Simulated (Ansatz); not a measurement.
PBE exchange is replaced step by step with exact exchange (0 % is PBE, 25 % PBE0; no dispersion term), basis def2-SVP, Ansatz. System: the cluster W₂O₆⁺ (the lowest doublet isomer of a short search). Total charge 1; doublet. Geometry: PBE-D4/def2-SVP, each spin state at its own.

Geometry of the doublet:

```xyz
8

W    -0.220    0.671   -1.276
W     0.220   -0.671    1.276
O     0.852    0.072    2.710
O    -1.173    0.302    0.361
O    -0.108   -2.341    1.607
O     0.108    2.341   -1.607
O     1.173   -0.302   -0.361
O    -0.852   -0.072   -2.710
```

In the def2 sets W takes a core potential; there is no spin–orbit coupling. At PBE with 40 % exact exchange/def2-SVP the charge 1 doublet is spin-contaminated (final ⟨S²⟩ up to 0.84, 0.75 for a pure state). At PBE with 40 % exact exchange/def2-SVP the charge 1 quartet is spin-contaminated (final ⟨S²⟩ up to 3.94, 3.75 for a pure state). The structure comes from a short search, and lower isomers may exist.

HOMO and LUMO are taken over both spins.

| exact exchange (%) | HOMO (eV) | LUMO (eV) | gap (eV) | ⟨S²⟩ | quartet − doublet (kJ/mol) |
| --- | --- | --- | --- | --- | --- |
| 10 | -13.84 | -13.53 | 0.31 | 0.766 | 225.2 |
| 15 | -13.96 | -13.50 | 0.45 | 0.771 | 217.1 |
| 40 | -14.99 | -12.76 | 2.23 | 0.842 | 191.4 |
